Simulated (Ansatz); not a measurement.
Basis-set extrapolation for ClFH2NSi, SMILES `[NH][SiH](F)Cl` radical (PBE0-D4/def2-TZVP geometry, frozen core, the Gaussian-basis code of Ansatz). Multiplicity 2, UHF reference.

```csv
,cc-pV(T+d)Z,cc-pV(Q+d)Z
HF,-903.690226,-903.711775
MP2 correlation,-0.722391,-0.788726
CCSD(T) correlation,-0.785797,-0.851345
```

Energies in hartree. Use E(X) = E(∞) + A·exp(−5.46·√X) for Hartree–Fock and E(X) = E(∞) + B·X^(−3.05) for correlation, with X = 3 and 4.

**Question.** What is the CCSD(T) energy at the basis-set limit?

**Answer.** HF limit: -903.711775 + (-0.021549) × 0.30130 = -903.71827. Correlation limit: -0.851345 + (-0.065548) × 0.71189 = -0.89801. Total: -904.61628 hartree, 368.2 kJ/mol below CCSD(T)/cc-pV(T+d)Z.
